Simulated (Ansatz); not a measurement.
Mulliken charges of CH5ClGeSe (`[CH3][GeH]([Cl])[SeH]`) from B3LYP/def2-TZVPP in Ansatz (PBE0-D4/def2-TZVP geometry).

```
atom   x (Å)   y (Å)   z (Å)  charge (e)
  C1   0.008   0.628  -1.079      -0.354
 Ge2   0.312  -0.745   0.257       0.478
 Cl3   2.229  -0.308   1.163      -0.324
 Se4  -1.371  -0.786   1.890      -0.228
  H5  -0.939   0.444  -1.586       0.122
  H6  -0.024   1.604  -0.595       0.115
  H7   0.823   0.615  -1.803       0.125
  H8   0.406  -2.176  -0.290       0.012
  H9  -1.355   0.677   2.026       0.056
```

Q: By hand: the dipole of these point charges (1 e Å = 4.8032 D).

A: Σ q r = (-0.349, 0.028, -0.680) e Å, of length 0.765 e Å = 3.67 D.

Q: How does the dipole of the full density compare? (Estimate.)

A: The calculation gave: (-0.266, 0.149, -0.384) e Å, 2.36 D; the point charges give 1.56 times that, at 17° from its direction.

Point charges leave out the atoms' own dipoles, such as those of lone pairs, and Mulliken's split depends on the basis, so the two needn't agree.

B3LYP here is the variant with VWN-RPA as its local correlation; programs differ in this.
